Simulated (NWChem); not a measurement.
SiH$_{2}$O, singlet; SMILES O[SiH]

```xyz
4

Si     0.1464    -0.6412     0.0000
H     -1.4122    -0.8561     0.0000
O      0.1406     1.0489     0.0000
H     -0.7300     1.4890     0.0000
```
Atoms are numbered in this order, from 1.

All runs: NWChem. Low-valent species are run as closed-shell singlets; no triplet was tried in these runs. Geometry: optimised at PBE-D3(BJ)/def2-SVP. B3LYP is NWChem's, with the RPA form of VWN correlation. Static field.

```json
[
 {"level": "PBE/def2-SVPD", "isotropic polarisability (bohr³)": "38.4", "anisotropy (bohr³)": "7.9"},
 {"level": "B3LYP/def2-SVPD", "isotropic polarisability (bohr³)": "37.3", "anisotropy (bohr³)": "7.3"},
 {"level": "CAM-B3LYP/def2-SVPD", "isotropic polarisability (bohr³)": "36.8", "anisotropy (bohr³)": "6.9"}
]
```
